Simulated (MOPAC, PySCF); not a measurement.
C$_{2}$H$_{4}$OS, SMILES `C(=S)OC` (C–O–C–S torsion 0°), neutral singlet in the gas phase. 

Z-matrix (Å, degrees):
```
O
C 1 1.3266
H 2 1.0910 1 108.41
C 1 1.4379 2 117.67 3 -179.95
H 4 1.0869 1 105.13 2 -179.99
H 4 1.0908 5 111.40 1 -119.04
H 4 1.0908 5 111.40 6 -121.92
S 2 1.6223 3 123.31 1 -179.93
```
Charge 0, multiplicity 1.

All levels are single points at this geometry (r2SCAN-D4/def2-TZVP); Pople sets use spherical d functions. Orbital energies aren't observables, and empty levels follow the basis.

PM3 in MOPAC gives gap (eV) = 8.04.

Problem. Estimate the gap (eV) from each of these levels: PBE-D3(BJ)/def2-TZVP in PySCF; r2SCAN-D4/def2-TZVP in PySCF; B3LYP/3-21G in PySCF; B3LYP/6-311+G** in PySCF; B3LYP/LANL2DZ in PySCF; BP86/6-31G* in PySCF; PBE/6-31G* in PySCF; SVWN5/6-31G* in PySCF; HF/6-31G* in PySCF; HF/STO-3G in PySCF; AM1 in MOPAC; PM6 in MOPAC.

Solution. 
```
level                          gap (eV)
-----------------------------  --------
PBE-D3(BJ)/def2-TZVP in PySCF      3.12
r2SCAN-D4/def2-TZVP in PySCF       3.48
B3LYP/3-21G in PySCF               5.02
B3LYP/6-311+G** in PySCF           4.82
B3LYP/LANL2DZ in PySCF             4.88
BP86/6-31G* in PySCF               3.21
PBE/6-31G* in PySCF                3.20
SVWN5/6-31G* in PySCF              3.15
HF/6-31G* in PySCF                12.07
HF/STO-3G in PySCF                12.74
AM1 in MOPAC                       8.30
PM6 in MOPAC                       8.39
```
